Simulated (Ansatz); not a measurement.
Dissociation curve of ClBe (cation, charge +1), lowest singlet found (which spin is the ground state isn't settled by this scan).

Method: full CI/cc-pVDZ, frozen core in Ansatz (a first-principles code).

Q: Relative to R = 1.73 Å, what are the energies at R = 1.64, 2.01, 2.37, 2.51 Å?

A: 15.6 kJ/mol at 1.64 Å, 61.2 kJ/mol at 2.01 Å, 208.4 kJ/mol at 2.37 Å, 259.4 kJ/mol at 2.51 Å.

The scan ran from 1.42 to 6.71 Å; beyond the distances shown full CI changes its symmetry label.
